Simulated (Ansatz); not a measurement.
`CN1B[SiH2]1` + `[NH2][In]([F])[F]` → `C[NH][In]([F])[F]` + `B1N[SiH2]1` at 400 K and 1 bar (substitution at a C–N bond).

Program: Ansatz. Geometries: PBE0-D4/def2-TZVP. ΔE: electronic, gas phase. CCSD(T)/CBS adds triple-zeta CCSD(T) − MP2 to the extrapolated MP2 energy (def2 sets, frozen cores). Elements past krypton have def2 core potentials. For In outer-core shells are correlated without core-valence functions, which leaves a few kJ/mol of doubt a bond. Each species was taken in one conformer, which may not be the lowest.

```
            species  CCSD(T)/CBS energy (Eh)  H − E (kJ/mol)  S (J/(mol·K))
      `CN1B[SiH2]1`               -410.22579           218.7          332.4
`[NH2][In]([F])[F]`               -445.37255           103.0          362.4
`C[NH][In]([F])[F]`               -484.61621           184.0          407.7
       `B1N[SiH2]1`               -370.97252           137.9          288.4
```

H − E and S are ideal-gas, rigid-rotor, harmonic terms from PBE0-D4/def2-TZVP, for one conformer and one mirror image of each species. 1 Eh = 2625.50 kJ/mol, R = 8.31446 J/(mol·K).

Problem. By hand: ΔE, ΔH, ΔS and ΔG.

Solution. ΔE = (-484.61621) + (-370.97252) − (-410.22579) − (-445.37255) = 0.00961 Eh = 25.2 kJ/mol. Δ(H − E) = 184.0 + 137.9 − 218.7 − 103.0 = 0.2, so ΔH = 25.4 kJ/mol. ΔS = 407.7 + 288.4 − 332.4 − 362.4 = 1.3 J/(mol·K). ΔG = 25.4 − 400 × (1.3)/1000 = 24.9 kJ/mol.

Problem. By hand: the equilibrium constant, and the temperature at which ΔG would vanish if ΔH and ΔS stayed fixed.

Solution. log₁₀ K = −ΔG/(RT ln 10) = -3.3. ΔG = 0 at ΔH/ΔS = 19538 K, far beyond where these terms or the molecules hold.

The number of gas molecules stays the same, so ΔS is small and ΔH decides. A doubt of 5 kJ/mol in ΔE shifts log₁₀ K by 0.7 here. Other conformers and mirror images would add mixing entropy, several J/(mol·K) or more a flexible species. These are equilibria of isolated gas molecules and say nothing of rates. Largest T1 diagnostic: 0.016 (customary marks: 0.02 for closed shells, 0.045 for open ones).
